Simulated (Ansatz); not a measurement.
Born–Oppenheimer molecular dynamics of Cl₂FH₄O₂Ta (10 atoms, charge 0, multiplicity 1). It starts at the highest image of a converged band, a first-order saddle point between two minima.

Computed with Ansatz 0.2.0, RKS B3LYP-D4/def2-SVP.

* ensemble: NVE (velocity Verlet)
* time step: 0.5 fs
* steps asked: 200
* starting velocities drawn for: 100 K
* seed: 5068

First frame:

```xyz
10
Properties=species:S:1:pos:R:3
Ta -0.426 -0.368 0.266
F 1.586 0.613 0.299
Cl -0.146 -0.665 2.589
O -0.131 -0.674 -1.576
H 0.328 -1.183 -2.252
O -0.947 1.432 0.251
H -0.419 2.243 0.287
Cl -2.401 -1.586 0.276
H 1.163 -1.446 0.338
H 1.649 -0.520 0.335
```

(1) How far do the bonds stretch over the last three quarters of this one trajectory? (Pairs bonded in most of those frames.)

Results:

(1) 
| bond | mean (Å) | spread (Å) | shortest | longest |
| --- | --- | --- | --- | --- |
| Ta1–F2 | 2.533 | 0.129 | 2.31 | 2.74 |
| Ta1–Cl3 | 2.375 | 0.024 | 2.33 | 2.40 |
| Ta1–O4 | 1.892 | 0.020 | 1.87 | 1.93 |
| Ta1–O6 | 1.885 | 0.014 | 1.87 | 1.91 |
| Ta1–Cl8 | 2.308 | 0.009 | 2.29 | 2.32 |
| Ta1–H9 | 1.815 | 0.027 | 1.77 | 1.87 |
| F2–H10 | 0.964 | 0.028 | 0.92 | 1.02 |
| O4–H5 | 0.963 | 0.011 | 0.95 | 0.98 |
| O6–H7 | 0.967 | 0.003 | 0.96 | 0.97 |

Mean temperature of the second half: 118 K. The conserved energy stayed within 0.052 meV per atom of its start (net change 0.052 meV per atom), so the integration is sound. A run of 0.1 ps of so small a system gives no equilibrium averages. The orbitals stay closed-shell, which can raise the energy where a bond breaks towards radicals; this wasn't checked here.

Time of the run: 7.9 min on 4 threads of Arm Neoverse V2, with other jobs on the host, peak memory 0.36 GiB.
